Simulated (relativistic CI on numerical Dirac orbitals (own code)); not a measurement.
Cr⁺ in a cubic cluster: 3s photoemission with charge transfer

Computed with a charge-transfer multiplet model of a cubic metal-ligand cluster with up to 3 ligand holes, Slater and spin-orbit integrals from Dirac-Coulomb-Breit ions, Slater integrals scaled by 0.9. The ground state mixes d5 with configurations of k ligand holes L, whose averages lie at kΔ + k(k − 1)U_dd/2; a core hole lowers each added d electron by U_cd. 300 K, Lorentzian 1.4 eV and Gaussian 0.8 eV FWHM.

Atomic integrals in eV (Slater integrals scaled, ζ unscaled), ground: F2dd 7.466, F4dd 4.592, zeta_d 0.022; with the core hole: F2dd 8.821, F4dd 5.487, zeta_d 0.029, G2cd 9.296.

Cluster parameters (eV): Δ = 6, U_dd = 5.3, U_cd = 6.8, 10Dq = 0.65, 10Dq(ligand) = 1.3, final-state hopping factor = 0.8.

| Case | n_d | d5 | d6L | d7L2 | d8L3 | S |
| --- | --- | --- | --- | --- | --- | --- |
| V(eg) = 1.45 eV, V(t2g) = -0.69 eV | 5.08 | 0.92 | 0.08 | 0.00 | 0.00 | 2.50 |
| V(eg) = 1.75 eV, V(t2g) = -0.83 eV | 5.12 | 0.89 | 0.11 | 0.00 | 0.00 | 2.50 |
| V(eg) = 2.05 eV, V(t2g) = -0.97 eV | 5.15 | 0.86 | 0.14 | 0.00 | 0.00 | 2.50 |

Weights, n_d and S are thermal averages at 300 K. Binding energies count from the first peak over 30 % of the highest in each spectrum, which can be another peak from case to case. The parameters are a model scan and need not match a compound or its usual spin state. Peaks in eV (height, largest 100):
- V(eg) = 1.45 eV, V(t2g) = -0.69 eV: 0.0 (100), 3.8 (15), 10.4 (53), 13.8 (25)
- V(eg) = 1.75 eV, V(t2g) = -0.83 eV: 0.0 (100), 4.4 (14), 10.3 (53), 14.4 (23)
- V(eg) = 2.05 eV, V(t2g) = -0.97 eV: 0.0 (100), 5.0 (14), 10.2 (54), 14.9 (20)

For the case V(eg) = 2.05 eV, V(t2g) = -0.97 eV, Δ = 6 eV is larger than U_dd = 5.3 eV, the Mott-Hubbard side of the Zaanen-Sawatzky-Allen scheme. With the core hole the average of the configuration with one ligand hole lies at Δ − U_cd = -0.8 eV before mixing: the effective hopping of about 2.6 eV (from the holes of the mixed ground state) is comparable with this gap or larger, so the configurations mix strongly.

Without intra-shell correlation the exchange splitting of the 3s hole comes out too large.
